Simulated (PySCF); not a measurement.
# [C6H9NO2]+: g tensor and hyperfine couplings

C₆H₉NO₂ (charge +1 and doublet state).
Geometry (GFN2-xTB, Å), atoms numbered from 1 in this order:
```xyz
18
C6H9NO2 angstrom
C      3.3999   -0.1272    0.1540
C      2.2588   -0.6102   -0.6295
N      1.0706   -0.3432   -0.3310
C     -0.2088   -0.5285   -0.4572
O     -0.7970   -1.5003    0.0464
C     -0.9971    0.5844   -1.1414
C     -2.2880    0.9249   -0.3990
C     -3.0513   -0.2670    0.0781
O     -4.1713   -0.4469    0.3730
H      3.9693   -0.9904    0.5039
H      3.0910    0.4759    1.0025
H      4.0743    0.4396   -0.4883
H      2.4797   -1.1998   -1.5213
H     -1.2314    0.2231   -2.1475
H     -0.3680    1.4691   -1.2353
H     -2.0667    1.5086    0.5033
H     -2.9445    1.5290   -1.0338
H     -2.2282   -1.1347    0.1820
```

The hyperfine couplings belong to this conformer and change with its torsions.

Identity: `C(CCC(=[O+])/N=C/C)=O` [radical] (charge +1).

The calculation used UKS B3LYP, pcH-1 on C H N O, non-relativistic, mean-field spin-orbit, GIAO (PySCF 2.14.0). Geometry: GFN2-xTB, one conformer, isolated ion. Couplings are sensitive to structure, and on GFN2-xTB geometries they can be far from those on DFT ones, by a factor of two or more for some ions and for spin on atoms past the first row. The frame is twisted about the N3–C4 bond at this geometry (dihedral C2–N3–C4–O5 = 76°); couplings at other torsion angles weren't computed. No stability test was run, so a lower SCF solution isn't excluded.

* g1, g2, g3: 2.00029, 2.00311, 2.00594
* g_iso: 2.00311
* Form of g: rhombic: the two nearest values differ by 50 % of g3 − g1
* ⟨S²⟩: 0.7551 (exact 0.7500)
* α and β electrons: 34, 33
* HOMO–LUMO gap, α and β orbitals: 5.73, 3.11 eV
* Total energy: -438.94994 Eh

Isotropic coupling and dipolar principal values T1 to T3, in MHz; ρ(0) is the spin density at the nucleus:

```
atom  isotope  a_iso      T1     T2    T3  Mulliken spin population  ρ(0) (bohr⁻³)
  C1      13C    2.4    -0.5   -0.5   1.0                      0.00         0.0022
  C2      13C   -2.1    -1.1    0.0   1.1                      0.00        -0.0018
  N3      14N    4.7    -2.0   -1.7   3.8                      0.03         0.0144
  C4      13C   -8.8    -5.2    0.5   4.6                     -0.03        -0.0079
  O5      17O  -64.0  -102.1   48.5  53.6                      0.29         0.1057
  C6      13C   -2.4    -3.1   -2.3   5.3                      0.01        -0.0021
  C7      13C   59.1   -13.0  -11.7  24.7                      0.09         0.0526
  C8      13C   -7.8   -25.3  -12.8  38.1                      0.09        -0.0070
  O9      17O  -29.6  -126.9   59.4  67.5                      0.39         0.0488
 H10       1H    2.8    -0.6   -0.2   0.7                      0.00         0.0006
 H11       1H   -0.2    -0.7   -0.3   1.0                      0.00        -0.0001
 H12       1H   -1.0    -0.5   -0.4   0.9                      0.00        -0.0002
 H13       1H    4.3    -1.2   -0.5   1.7                      0.00         0.0010
 H14       1H   -2.6    -2.1   -1.3   3.4                      0.00        -0.0006
 H15       1H   19.3    -2.1   -1.3   3.4                      0.01         0.0043
 H16       1H   -6.0    -5.4   -2.2   7.6                      0.00        -0.0013
 H17       1H   31.7    -6.4   -0.1   6.5                      0.02         0.0071
 H18       1H  258.2   -28.4  -25.5  53.8                      0.09         0.0578
```

The Mulliken spin populations are largest on O9 (+0.39), O5 (+0.29), C7 (+0.09) and H18 (+0.09).

The SMILES `C/C=N/C(=[O+])CCC=O` draws the unpaired electron on O5, whose computed spin population is only +0.29.

Axes: g1 points within 13° of the C8–O9 bond.

Under fast tumbling the dipolar parts average out, and these isotropic splittings remain: 1 × 1H (H18, I = 1/2, 2 lines) with 9.21 mT, 2 × 1H (H16/H17, I = 1/2, 3 lines) with 0.46 mT, 2 × 1H (H14/H15, I = 1/2, 3 lines) with 0.30 mT, 1 × 14N (N3, I = 1, 3 lines) with 0.17 mT and 1 × 1H (H13, I = 1/2, 2 lines) with 0.15 mT.

Means are taken over nuclei equivalent by connectivity, which assumes that they swap fast. The 1H value of +12.9 MHz is a mean of couplings from -6.0 to 31.7 MHz in this one geometry, not an average over conformers. The 1H value of +8.4 MHz is a mean of couplings from -2.6 to 19.3 MHz in this one geometry, not an average over conformers.

The 13C coupling of C7 (59.1 MHz) shows only in satellite lines or after enrichment, since that isotope makes up about 1.07 % of natural carbon.

The 17O coupling of O5 (-64.0 MHz) shows only in satellite lines or after enrichment, since that isotope makes up about 0.038 % of natural oxygen.

β density exceeds α density at some nuclei, such as C4 (-0.0079), C8 (-0.0070) and C6 (-0.0021), spin density in bohr⁻³. In a single determinant that takes different orbitals for the two spins, that is spin polarisation.
